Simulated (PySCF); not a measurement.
C₂Br₂F₂, SMILES F/C(=C(/Br)F)Br.

Coordinates come from a B3LYP-D3(BJ)/def2-SVP optimisation.

Two levels are set side by side: PBE/def2-TZVP (PySCF) and HF/def2-TZVP (PySCF). Same geometry, gas phase. Differences are taken from unrounded values.

```csv
quantity,HF
orbital gap (eV),13.25
highest occupied level (eV),-10.06
lowest empty level (eV),3.18
dipole moment (D),1.36
mean polarisability (bohr³),60.0
```

Task: What does PBE give, and how far is it from HF? (Estimate from the structure and the level; the computed values follow.)

Result: 
```
quantity                       PBE  PBE minus HF
---------------------------  -----  ------------
orbital gap (eV)              4.26         -8.99
highest occupied level (eV)  -6.07          3.99
lowest empty level (eV)      -1.82         -5.00
dipole moment (D)             0.90         -0.46
mean polarisability (bohr³)   64.9           4.8
```

PBE's occupied levels lie high since its potential decays too fast outside the molecule; exact exchange lowers them and widens the gap. Loosely held outer electrons make PBE densities more polarisable. Differences between two approximate levels are no errors against the true value.

Rough cost on one machine, each run with all the roots and properties that it gave: HF against PBE within a factor of 2.
